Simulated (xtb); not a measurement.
ClMoO₂ (SMILES [O]=[Mo](=[O])[Cl]), doublet, geometry from GFN2-xTB (such geometries of metal compounds can be far from the true shape) (the multiplicity is a formal guess); GFN0-xTB (xtb).

Input for xtb:
```
$ xtb mol.xyz --gfn 0 --uhf 1 --opt --json

# file mol.xyz
4

Mo     0.14669139    -0.21723107     0.15452263
O      1.66014682    -0.63486898    -0.28870204
O     -0.59279658    -0.94573942     1.41303366
Cl    -0.86469648     1.28050424    -0.91085902
```

What does xtb print? Leave out banner, timings and long lists.


```
   ID    Z sym.   atoms
    1   42 Mo     1
    2    8 O      2, 3
    3   17 Cl     4

           -------------------------------------------------
          |                Calculation Setup                |
           -------------------------------------------------

           -------------------------------------------------
          |                 G F N 0 - x T B                 |
           -------------------------------------------------

          ...................................................
          :                      SETUP                      :
          :.................................................:
          :  # basis functions                  28          :
          :  # atomic orbitals                  26          :
          :  # shells                           10          :
          :  # electrons                        25          :
          :  electronic temp.          300.0000000     K    :
          :  accuracy                    1.0000000          :
          :  -> integral cutoff          0.2500000E+02      :
          :  -> integral neglect         0.1000000E-07      :
          ...................................................

         :::::::::::::::::::::::::::::::::::::::::::::::::::::
         ::                     SUMMARY                     ::
         :::::::::::::::::::::::::::::::::::::::::::::::::::::
         :: total energy             -13.192374909513 Eh    ::
         :: gradient norm              0.019373115528 Eh/a0 ::
         :: HOMO-LUMO gap              1.001245078916 eV    ::
         ::.................................................::
         :: H0 energy                -13.108995328265 Eh    ::
         :: repulsion energy           0.064738159856 Eh    ::
         :: electrostat energy        -0.147007069594 Eh    ::
         :: -> Gsolv                   0.000000000000 Eh    ::
         ::    -> Gsasa                0.000000000000 Eh    ::
         ::    -> Gshift               0.000000000000 Eh    ::
         :: dispersion energy         -0.001110671511 Eh    ::
         :: short-range corr.          0.000000000000 Eh    ::
         :: add. restraining           0.000000000000 Eh    ::
         :: total charge               0.000000000000 e     ::
         :::::::::::::::::::::::::::::::::::::::::::::::::::::

      -----------------------------------------------------------
     |                   =====================                   |
[...]
 * total energy  :   -13.1923749 Eh     change        0.0000000E+00 Eh
 * total energy  :   -13.1926877 Eh     change       -0.3128090E-03 Eh
 * total energy  :   -13.1927509 Eh     change       -0.6316312E-04 Eh
 * total energy  :   -13.1927639 Eh     change       -0.1303061E-04 Eh
 * total energy  :   -13.1927671 Eh     change       -0.3186517E-05 Eh
 * total energy  :   -13.1927718 Eh     change       -0.4675941E-05 Eh
   *** GEOMETRY OPTIMIZATION CONVERGED AFTER 6 ITERATIONS ***
         :: total energy             -13.192771774645 Eh    ::
[...]
        17                         -0.1561609              -4.2494
        18                         -0.0636683              -1.7325
        19                         -0.0616752              -1.6783
        20                         -0.0400298              -1.0893
        21                         -0.0389350              -1.0595
        22                          0.0171302               0.4661
        23                          0.0493282               1.3423
        24                          0.2274597               6.1895
       ...                                ...                  ...
        26                          1.0037921              27.3146
      -------------------------------------------------------------
                  HL-Gap            0.0367752 Eh            1.0007 eV
             Fermi-level            0.0000000 Eh            0.0000 eV

     #   Z          covCN         q      C6AA      α(0)
     1  42 Mo       2.449     0.720   340.331    44.831
     2   8 O        0.804    -0.323    20.143     6.021
     3   8 O        0.804    -0.323    20.143     6.021
     4  17 Cl       0.840    -0.074    99.460    15.245

 Mol. C6AA /au·bohr⁶  :       1339.177301
 Mol. C8AA /au·bohr⁸  :      88333.315185
 Mol. α(0) /au        :         72.118422

Wiberg/Mayer (AO) data.
largest (>0.10) Wiberg bond orders for each atom

 ---------------------------------------------------------------------------
     #   Z sym  total        # sym  WBO       # sym  WBO       # sym  WBO
 ---------------------------------------------------------------------------
     1  42 Mo   4.198 --     3 O    1.566     2 O    1.566     4 Cl   1.065
     2   8 O    1.657 --     1 Mo   1.566
     3   8 O    1.657 --     1 Mo   1.566
     4  17 Cl   1.139 --     1 Mo   1.065
 ---------------------------------------------------------------------------

Topologies differ in total number of bonds
Writing topology from bond orders to xtbtopo.mol

 dipole moment from electron density (au)
     X       Y       Z
  -1.0233   1.5153  -1.0779  total (Debye):    5.395

optimized geometry written to: xtbopt.xyz

           -------------------------------------------------
          | TOTAL ENERGY              -13.192771774645 Eh   |
          | GRADIENT NORM               0.000344805206 Eh/α |
          | HOMO-LUMO GAP               1.000703738464 eV   |
           -------------------------------------------------

normal termination of xtb
```
